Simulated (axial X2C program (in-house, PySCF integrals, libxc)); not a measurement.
Outer orbitals of SrCl at 2.574 Å, PW91

All values were computed with an in-house relativistic program for diatomic molecules. Spin-free means the one-electron spin-free X2C Hamiltonian; two-component (2c) means X2C with spin–orbit coupling and atomic mean-field two-electron Coulomb and Gaunt terms, so the difference of the two also holds small scalar two-electron terms. Basis: Sr dyall-v3z [13s12p8d3f], Cl dyall-v3z [8s7p2d1f] (cores contracted in-house); Gaussian nuclei, density fitting, unrestricted open shells. Masses: Sr 87.906 u, Cl 34.969 u.

The distance is close to the 2c PBE0 minimum; the highest filled and lowest empty levels are listed.

Spin-free orbitals, state M_S = 1/2, Λ = 0 (beyond evenly filled blocks: σα) (Löwdin shares):

```tsv
symmetry	occupied	ε (eV)	atomic character
π-α	yes	-22.83	100% Sr p
π+α	yes	-22.83	100% Sr p
σα	yes	-22.80	96% Sr p, 2% Cl s
π-β	yes	-22.71	100% Sr p
π+β	yes	-22.71	100% Sr p
σβ	yes	-22.70	96% Sr p, 2% Cl s
σα	yes	-18.14	81% Cl s, 8% Sr p, 5% Sr d
σβ	yes	-18.12	81% Cl s, 8% Sr p, 5% Sr d
σα	yes	-6.98	84% Cl p, 7% Sr d, 5% Sr s
σβ	yes	-6.93	85% Cl p, 7% Sr d, 4% Sr s
π-α	yes	-6.54	89% Cl p, 6% Sr d, 3% Sr f
π+α	yes	-6.54	89% Cl p, 6% Sr d, 3% Sr f
π-β	yes	-6.53	89% Cl p, 6% Sr d, 3% Sr f
π+β	yes	-6.53	89% Cl p, 6% Sr d, 3% Sr f
σα	yes	-3.62	80% Sr s, 12% Sr p, 6% Sr d
σβ	no	-2.94	83% Sr s, 8% Sr p, 7% Sr d
π-α	no	-1.74	69% Sr p, 31% Sr d
π+α	no	-1.74	69% Sr p, 31% Sr d
σα	no	-1.53	49% Sr p, 45% Sr d, 3% Cl p
```

Spinors with spin–orbit coupling (state Ω = 1/2):

| ω | occupied | ε (eV) | atomic character | λ mixture |
| --- | --- | --- | --- | --- |
| -1/2 | yes | -23.51 | 99% Sr p | 72% π, 28% σ |
| 1/2 | yes | -23.47 | 99% Sr p | 63% π, 37% σ |
| 3/2 | yes | -22.45 | 100% Sr p | 100% π |
| 1/2 | yes | -22.40 | 97% Sr p | 63% σ, 37% π |
| -1/2 | yes | -22.37 | 96% Sr p, 2% Cl s | 72% σ, 28% π |
| -3/2 | yes | -22.33 | 100% Sr p | 100% π |
| 1/2 | yes | -18.14 | 81% Cl s, 8% Sr p, 5% Sr d | 100% σ |
| -1/2 | yes | -18.12 | 81% Cl s, 8% Sr p, 5% Sr d | 100% σ |
| 1/2 | yes | -6.98 | 84% Cl p, 7% Sr d, 5% Sr s | 99% σ, 1% π |
| -1/2 | yes | -6.94 | 85% Cl p, 7% Sr d, 4% Sr s | 99% σ, 1% π |
| -1/2 | yes | -6.57 | 89% Cl p, 6% Sr d, 3% Sr f | 99% π, 1% σ |
| 1/2 | yes | -6.56 | 89% Cl p, 6% Sr d, 3% Sr f | 99% π, 1% σ |
| 3/2 | yes | -6.50 | 89% Cl p, 6% Sr d, 3% Sr f | 100% π |
| -3/2 | yes | -6.49 | 89% Cl p, 6% Sr d, 3% Sr f | 100% π |
| 1/2 | yes | -3.62 | 80% Sr s, 12% Sr p, 6% Sr d | 100% σ |
| -1/2 | no | -2.94 | 83% Sr s, 8% Sr p, 7% Sr d | 100% σ |
| -1/2 | no | -1.76 | 69% Sr p, 31% Sr d | 100% π |
| 3/2 | no | -1.72 | 69% Sr p, 31% Sr d | 100% π |
| 1/2 | no | -1.53 | 49% Sr p, 45% Sr d, 3% Cl p | 100% σ |

Mulliken charges and populations of the two-component result (they depend on the basis, above all on diffuse functions):

Sr 0.54 e (s 8.93 p 18.16 d 10.34 f 0.03), Cl -0.54 e (s 5.97 p 11.56 d 0.01). ⟨Lz⟩ = 0.00 ħ and ⟨Sz⟩ = 0.50 ħ (0.50 and 0.00 on the two atoms), which add up to Ω.

The state is a single determinant with fixed occupations, the lowest that a limited PBE0 search found. Density functionals use the spin component along the axis (collinear).
